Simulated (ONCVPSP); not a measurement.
## Configuration tests for molybdenum (ONCV)

molybdenum, optimised norm-conserving Vanderbilt (ONCV), made with ONCVPSP 4.0.1 (PBEsol, scalar-relativistic). Core [Ar] 3d10, reference 4s2 4p6 4d5 (charge +1). Waves: 4s: rc 1.70 bohr, ncon 4, nbas 7, qcut 6.4 1/bohr, 2 projectors, debl 2.7 Ha; 4p: rc 2.10 bohr, ncon 4, nbas 9, qcut 6.2 1/bohr, 2 projectors, debl 3.6 Ha; 4d: rc 1.45 bohr, ncon 4, nbas 8, qcut 5.8 1/bohr, 2 projectors, debl 3.5 Ha. Local part: polynomial inside 1.30 bohr (lpopt 5, dvloc0 0 Ha). Core correction: polynomial model core, fcfact 0.35.

Energies are relative to the spin-unpolarised reference configuration 4s2 4p6 4d5; without spin polarisation the order of configurations can differ from experiment.

```csv
valence configuration,charge,ΔE all-electron (eV),error AE − PS (meV)
4s2 4p6 4d4,+2,15.455,+0.5
4s2 4p6 4d4 5s2,0,-6.728,-2.5
```

Question: What are ΔE and the potential's error for 4s2 4p6 4d5 5s1?

Answer: ΔE = -6.905 eV all-electron; the error (AE − PS) is +0.6 meV.

Question: What are ΔE and the potential's error for 4s2 4p6 4d3?

Answer: ΔE = 42.180 eV all-electron; the error (AE − PS) is +4.7 meV.
